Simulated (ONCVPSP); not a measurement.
**An all-electron radial function and its pseudo partner (Co (Z = 27))**

Columns: radius, all-electron u(r) and pseudo u(r) of the 3s shell (level -140.75 eV) of cobalt in the configuration [Ne] 3s2 3p6 3d6; PBE, scalar-relativistic, ONCV scheme, ONCVPSP 4.0.1.

```csv
r (bohr),all-electron,pseudo
0.065,0.0962,0.0939
0.130,-0.5482,0.2025
0.195,-0.6573,0.3303
0.260,-0.3613,0.4718
0.325,0.0842,0.6193
0.390,0.5154,0.7694
0.455,0.8581,0.9209
0.520,1.0924,1.0650
0.585,1.2247,1.1819
0.650,1.2744,1.2488
0.715,1.2628,1.2549
0.780,1.2088,1.2078
0.845,1.1285,1.1283
0.910,1.0336,1.0334
0.975,0.9328,0.9326
1.040,0.8320,0.8319
1.105,0.7351,0.7350
1.170,0.6445,0.6444
1.235,0.5613,0.5612
1.300,0.4863,0.4862
1.365,0.4193,0.4192
1.430,0.3601,0.3600
1.495,0.3081,0.3080
1.560,0.2629,0.2628
1.625,0.2237,0.2236
1.690,0.1898,0.1898
```

Task: How many radial nodes do the two functions have?

Result: The all-electron 3s function has n − l − 1 = 2; the pseudo-wave has 0, since the states of the same l below it are removed with the core.

Task: At about which radius was the pseudo-wave matched?

Result: 0.85 bohr, where the columns begin to agree (steps of 0.07 bohr).

Task: Where does each function peak?

Result: Outermost all-electron maximum near 0.65 bohr, pseudo maximum near 0.71 bohr (to the table’s step).

Task: Is the pseudo-wave norm-conserving?

Result: Yes: the ONCV scheme keeps the norm inside the radius equal to the all-electron one, which fixes the energy derivative of the logarithmic derivative at the level.
